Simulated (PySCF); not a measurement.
Species: GaH₃.
SMILES with atom numbers: `[GaH3:1]` (hydrogens: H2, H3, H4 on Ga1)

Computed by this run: PBE0-D3(BJ)/def2-SVP geometry optimisation, gas phase (PySCF); density fitting, grid level 1; the optimiser is geomeTRIC in internal coordinates, started from a GFN2-xTB structure with every atom displaced at random (about 0.03 Å).

Step 0: E = -52411.9344 eV
```
atom  x, y, z in Å  |  force x, y, z in eV/Å
Ga1     0.0654   -0.0747   -0.0032   -1.392   2.696  -0.094
H2     -0.0125    1.5559   -0.0301    0.149  -0.725   0.051
H3      1.3026   -0.7855   -0.0173    2.424  -1.293   0.019
H4     -1.2518   -0.7766   -0.0256   -1.181  -0.677   0.024
```

Task: Estimate the geometry and energy of step 1. (The exact step hangs on the optimiser's Hessian estimate; all steps are aligned on step 0, rigid shifts and turns removed.)

Result: E = -52412.1850 eV, largest force 0.271 eV/Å
```
atom  x, y, z in Å  |  force x, y, z in eV/Å
Ga1     0.0309   -0.0428   -0.0448   -0.132   0.143   0.189
H2      0.0134    1.5276   -0.0171    0.011   0.051  -0.064
H3      1.4131   -0.7744   -0.0022    0.019  -0.123  -0.061
H4     -1.3536   -0.7913   -0.0121    0.102  -0.071  -0.064
```

The energy changes by -0.2505 eV. The first-order estimate −F·Δx gives -0.5475 eV and the mean of the old and new forces, exact on a quadratic surface, -0.2682 eV. The step makes an angle of 43° with the force vector and moves no atom by more than 0.112 Å.

What follows is the cost of the whole optimisation. Hardware: Intel Xeon Platinum 8488C, one thread, on a shared host. Cost: 3.6 s, 0.26 GiB resident at most.
